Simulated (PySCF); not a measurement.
Homolysis of single bonds, series B F-H. All species are isolated molecules in the gas phase. Strings in code marks are SMILES.

Level of theory: PBE-D3(BJ)/def2-TZVP // PBE0-D3(BJ)/def2-TZVP in PySCF 2.14.0. 

```tsv
species	LUMO (eV)	HOMO (eV)	dipole moment (D)
whole molecule (`FBF`)	___	-9.11	0.76
radical fragment (`F[BH]`)	–	–	0.56
whole molecule (`BF`)	-2.22	-7.74	0.59
radical fragment (`[BH2]`)	–	–	0.51
whole molecule (`B`)	-3.05	-8.47	___
```

Question: Some entries are withheld; supply them.

Answer: 
- whole molecule (`FBF`), LUMO (eV): -1.36
- whole molecule (`B`), dipole moment (D): 0.00
